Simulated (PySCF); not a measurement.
PySCF 2.14 output of an unrestricted r2SCANh calculation on a single atom or ion in cc-pVDZ-X2C, with scalar relativity by spin-free X2C-1e:

```
SCF conv_tol = 1e-09
number electrons alpha = 36  beta = 32
    M. Bursch, H. Neugebauer, S. Ehlert, and S. Grimme.,  J. Chem. Phys. 156, 134105 (2022)
cycle= 1 E= -13085.8120041941  delta_E= 0.00597  |g|= 0.559  |ddm|= 0.532
cycle= 2 E= -13085.6632749321  delta_E= 0.149  |g|= 1.28  |ddm|= 0.657
cycle= 3 E= -13085.8458410678  delta_E= -0.183  |g|= 0.00646  |ddm|= 0.402
cycle= 4 E= -13085.8458485274  delta_E= -7.46e-06  |g|= 0.00719  |ddm|= 0.0105
cycle= 5 E= -13085.8458563963  delta_E= -7.87e-06  |g|= 0.000505  |ddm|= 0.00789
cycle= 6 E= -13085.8458565649  delta_E= -1.69e-07  |g|= 7.99e-05  |ddm|= 0.00171
cycle= 7 E= -13085.8458565865  delta_E= -2.16e-08  |g|= 2.08e-05  |ddm|= 0.00101
cycle= 8 E= -13085.8458565866  delta_E= -1.4e-10  |g|= 2.75e-06  |ddm|= 6.36e-05
converged SCF energy = -13085.8458565866  <S^2> = 6.00227  2S+1 = 5.0009079
```

The run itself started from symmetry-adapted Hartree-Fock orbitals and held the occupation by maximum overlap, on a logarithmic radial grid, so the iterations belong to that start.

Problem. Which element, charge and spin multiplicity is this?

Solution. Er (erbium, neutral), multiplicity 5; the state was [Xe] 4f12 6s1 6p1, one real determinant (an excited configuration).

⟨L²⟩ = 26.05 against 42 for a pure I term, so this real determinant mixes terms. Spin-orbit coupling, absent here, splits the open shell strongly.
